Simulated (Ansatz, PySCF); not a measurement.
This PySCF input computes a SVWN5/def2-TZVPD energy:

```python
from pyscf import gto, scf, dft

mol = gto.M(
    atom='''
    Ba   -0.00000000   -0.00000000   -0.60464707
    Cl    0.00000000    0.00000000    1.99177858
    ''',
    basis='def2-tzvpd',
    ecp='def2-tzvp',
    charge=1,
    spin=0,
    verbose=4,
)

mf = dft.RKS(mol, xc='svwn').density_fit(auxbasis='def2-universal-jkfit')
mf.grids.level = 3
mf.conv_tol = 1e-9
mf.max_cycle = 100
mf.max_memory = 1500
mf.kernel()
if not mf.converged:
    mf = mf.newton()
    mf.kernel(mf.make_rdm1())
mf.analyze()
```

Problem. Write an input for the same energy in Ansatz (a program for electronic structure) and say what it gives.

Solution. 
Ansatz 0.2 input:
```yaml
crystal:
  periodic: [false, false, false]
  atoms:
    - {symbol: Ba, position_ang: [-0.00000000, -0.00000000, -0.60464707]}
    - {symbol: Cl, position_ang: [0.00000000, 0.00000000, 1.99177858]}
basis:
  gaussian:
    orbitals: def2-TZVPD
hamiltonian:
  xc: {name: SVWN5}
total_charge: 1
output: {forces: true}
```
It gives -484.02896 Eh, and PySCF -484.02550 Eh, a difference of 3.46 mEh. That is more than fitting and grids explain: the two runs ended on different electronic states or use different definitions.
